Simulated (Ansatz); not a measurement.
One change: `[SnH3][I]` becomes `[Br][SnH3]`.

Ansatz, PBE0-D4/def2-TZVP geometries, multiplicity 1. 

Elements past krypton have def2 core potentials. Scalar relativity is left out up to krypton.

| property | `[SnH3][I]` |
| --- | --- |
| HOMO–LUMO gap (B3LYP/def2-TZVPP) / eV | 5.66 |
| HOMO energy (B3LYP/def2-TZVPP) / eV | -7.29 |
| zero-point energy (PBE0-D4/def2-TZVP) / kJ/mol | 54.5 |
| HOMO–LUMO gap (ωB97M-V/def2-TZVPP) / eV | 9.98 |
| HOMO energy (PBE0/def2-TZVPP) / eV | -7.54 |
| ideal-gas entropy at 298 K and 1 bar (rigid rotor, harmonic PBE0-D4/def2-TZVP) / J/(mol·K) | 296 |

What does the change do to each property? (Best estimate.)

Computed: 
| property | `[Br][SnH3]` | shift |
| --- | --- | --- |
| HOMO–LUMO gap (B3LYP/def2-TZVPP) / eV | 6.55 | 0.89 |
| HOMO energy (B3LYP/def2-TZVPP) / eV | -7.90 | -0.61 |
| zero-point energy (PBE0-D4/def2-TZVP) / kJ/mol | 55.2 | 0.7 |
| HOMO–LUMO gap (ωB97M-V/def2-TZVPP) / eV | 10.96 | 0.98 |
| HOMO energy (PBE0/def2-TZVPP) / eV | -8.16 | -0.62 |
| ideal-gas entropy at 298 K and 1 bar (rigid rotor, harmonic PBE0-D4/def2-TZVP) / J/(mol·K) | 288 | -8 |

With PBE0 the HOMO falls by 0.62 eV and the LUMO rises by 0.28 eV, so the gap widens by about 0.90 eV. PBE moves the HOMO by -0.49 eV and ωB97M-V by -0.71 eV.

B3LYP here is the variant with VWN-RPA as its local correlation; programs differ in this.

Spin–orbit coupling is left out; it splits and shifts lone-pair levels of the heavy atoms by tenths of an eV.
